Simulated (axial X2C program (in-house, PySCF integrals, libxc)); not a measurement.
**Spin–orbit effects down a group: molecules with Ge, MP2**

All values come from calculations with an in-house all-electron X2C program for linear molecules (integrals from PySCF), spin-free (one-electron X2C) or two-component (2c: spin–orbit coupling with atomic mean-field Coulomb and Gaunt terms, which also bring small scalar terms), in Dyall basis sets with cores contracted in-house; open shells are unrestricted.

Basis sets: Br dyall-cv3z, Cl dyall-av3z, F dyall-av3z, Ge dyall-cv3z, I dyall-cv3z. Frozen shells (counts by l): GeF Ge 3s2p1d, F 1s, 11 electrons correlated; GeCl Ge 3s2p1d, Cl 2s1p, 11 electrons correlated; GeBr Br 3s2p1d, Ge 3s2p1d, 11 electrons correlated; GeI I 4s3p2d, Ge 3s2p1d, 11 electrons correlated. Where the outer core of a metal is frozen, bonds come out longer and ionisation energies lower.

```
molecule   spin-free state  Re (Å)  ωe (cm⁻¹)  De (eV)  2c state  Re 2c (Å)  ωe 2c (cm⁻¹)  De 2c (eV)
     GeF  M_S = 1/2, Λ = 1   1.761      654.0     5.54   Ω = 1/2      1.762         652.8         n/a
    GeCl  M_S = 1/2, Λ = 1   2.186      400.6     4.05   Ω = 1/2      2.187         399.9         n/a
    GeBr  M_S = 1/2, Λ = 1   2.328      296.3     3.51   Ω = 1/2      2.329         296.1         n/a
     GeI  M_S = 1/2, Λ = 1   2.537      243.7     2.96   Ω = 1/2      2.537         243.5         n/a
```

Question: Work out the shifts from the spin-free to the two-component result.

Answer: 

```json
{"molecule": "GeF", "2c state": "Ω = 1/2", "ΔRe (Å)": "0.001", "Δωe (cm⁻¹)": "-1.2", "ΔDe (eV)": "n/a"}
{"molecule": "GeCl", "2c state": "Ω = 1/2", "ΔRe (Å)": "0.001", "Δωe (cm⁻¹)": "-0.7", "ΔDe (eV)": "n/a"}
{"molecule": "GeBr", "2c state": "Ω = 1/2", "ΔRe (Å)": "0.001", "Δωe (cm⁻¹)": "-0.2", "ΔDe (eV)": "n/a"}
{"molecule": "GeI", "2c state": "Ω = 1/2", "ΔRe (Å)": "0.000", "Δωe (cm⁻¹)": "-0.2", "ΔDe (eV)": "n/a"}
```

Shifts of one unit in the last digit are rounding.

Each entry is the lowest single determinant of a limited PBE0 search at one distance. De goes to single-determinant-based atoms at the same level (for ions the charge split of lowest energy) and is withheld (n/a) where an atom does not fit its ground term or J level. Main or longest-lived isotopes.
